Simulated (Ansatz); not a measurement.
Gas-phase electronic energies from Ansatz, PBE0-D4/def2-TZVP geometries. CCSD(T)/CBS is the MP2 limit (def2-TZVPP, def2-QZVPP) plus CCSD(T) − MP2 in def2-TZVPP, frozen cores. This one scheme is used for every species. Functionals use def2-TZVPP. B3LYP here is the variant with VWN-RPA as its local correlation; programs differ in this. def2 core potentials past Kr. For Se, Sn outer-core shells are correlated without core-valence functions, which leaves a few kJ/mol of doubt a bond. Scalar relativity is left out up to krypton. Each species was taken in one conformer, which may not be the lowest.

`C[O][SnH2][F]` + `C[Se][Al]([Cl])[Cl]` → `C[O][SnH2][Se]C` + `[F][Al]([Cl])[Cl]`  (redistribution)

```csv
level,ΔE (kJ/mol),difference from CCSD(T)/CBS
PBE-D4,-68.7,10.8
r2SCAN-D4,-72.8,6.7
B3LYP-D4,-75.9,3.6
ωB97X-V,-70.3,9.2
ωB97M-V,-74.3,5.2
PBE,-66.7,12.8
PBE0,-70.8,8.7
B3LYP,-73.1,6.4
MP2/def2-TZVPP,-82.4,-2.9
SCS-MP2/def2-TZVPP,-78.7,0.8
CCSD/def2-TZVPP,-79.6,-0.1
CCSD(T)/def2-TZVPP,-78.6,0.9
HF/def2-QZVPP,-74.4,5.1
MP2/def2-QZVPP,-83.0,-3.5
SCS-MP2/def2-QZVPP,-79.2,0.3
HF/CBS(def2),-74.4,5.1
CCSD(T)/CBS,-79.5,0
```

Largest T1 diagnostic among the species: 0.014.

From PBE to PBE0 (25 % exact exchange), in def2-TZVPP and without D4, ΔE moves by −4.0 kJ/mol. In def2-TZVPP, CCSD(T) changes the Hartree–Fock value by −4.6 kJ/mol (the triples alone add +0.9 kJ/mol) and MP2 by −8.3 kJ/mol.
